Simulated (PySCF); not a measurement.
[Zn(F)2] (charge 0, multiplicity 1)

The numbers are results of PySCF with PBE-D3(BJ)/def2-TZVP // TPSS-D3(BJ)/def2-SVP, not measurements.

```json
{
  "HOMO": "-8.58 eV",
  "dipole_moment": "0.00 D",
  "HOMO–LUMO gap": "5.61 eV",
  "LUMO": "-2.98 eV",
  "charge on the central atom (Mulliken)": "0.83 e",
  "charge on the central atom (meta-Löwdin)": "1.37 e",
  "total_energy": "-1978.7776 Ha",
  "cost": "around 14 core-seconds (rough)"
}
```

Bonds (Å): Zn1–F2 1.735, Zn1–F3 1.735. Bond angles (°): F2–Zn1–F3 180.0.
